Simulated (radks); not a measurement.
The tin ion Sn21+, 29 electrons, occupied as [Ar] 3d10 4s1 (the NIST ground configuration). Calculated with a radial shooting solver on a logarithmic mesh with Libxc functionals: scalar-relativistic Kohn-Sham, exchange-only LDA, spin-polarised, spherical densities, point nucleus; open shells are filled with parallel spins first (spin-orbit coupling, left out, can overturn this in heavy ions).

Unscreened Slater integrals over Kohn-Sham orbitals (eV). They are taken over the spin-up orbitals.

integral    value
F0(4s,4s)  34.454
F0(4s,3d)  43.330
G2(4s,3d)  4.0936
F0(4s,3p)  42.762
G1(4s,3p)  4.2075
F0(4s,3s)  42.670
G0(4s,3s)  3.1662
F0(3d,3d)  80.642
F2(3d,3d)  40.563
F4(3d,3d)  25.967
F0(3d,3p)  76.316
F2(3d,3p)  36.909
G1(3d,3p)  41.753
G3(3d,3p)  27.062
F0(3d,3s)  75.806
G2(3d,3s)  31.680
F0(3p,3p)  73.729
F2(3p,3p)  37.165
F0(3p,3s)  73.243
G1(3p,3s)  48.093
F0(3s,3s)  72.900
